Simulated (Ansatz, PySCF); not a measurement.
Molecule: CH2Cl3Si, charge 0, multiplicity 2. It need not be the lowest isomer of its formula. 
Geometry from a B3LYP-D3(BJ)/def2-TZVP (Ansatz, an electronic-structure program) optimisation:
```xyz
7

C     -2.0911    -0.2217     0.0374
Si    -0.2839    -0.0336     0.0055
Cl     0.5294    -1.2719    -1.4065
Cl     0.2490     1.8930    -0.4555
Cl     0.5063    -0.4842     1.8392
H     -2.6700    -0.0064     0.9270
H     -2.6493    -0.5192    -0.8414
```
Charge 0, spin multiplicity 2.

Wanted: atomisation energy (electronic, to ground-state atoms), in kcal/mol. Cores are frozen in the correlated levels unless marked. Open shells are spin-unrestricted. No spin-orbit coupling. Non-relativistic unless marked X2C. The coupled-cluster limit lacks core correlation, which all-electron functionals hold. CBS marks a two-point X^-3 extrapolation of the correlation energy; Hartree-Fock from the larger set. [CCSD(T)-MP2]/basis is that difference in the basis named.

| level | program | atomisation energy (kcal/mol) |
|---|---|---|
| HF/6-31G | Ansatz | 329.8 |
| HF-D3(BJ)/def2-TZVPD | PySCF + dftd3 | 473.9 |
| HF-D4/def2-TZVPD | PySCF + dftd4 | 452.2 |
| SVWN5/def2-TZVPD | Ansatz | 648.5 |

**Question.** What does RI-MP2/CBS(cc-pV(T+d)Z,cc-pV(Q+d)Z)+[CCSD(T)-MP2]/cc-pV(T+d)Z (Ansatz) give?

**Answer.** 571.4 kcal/mol
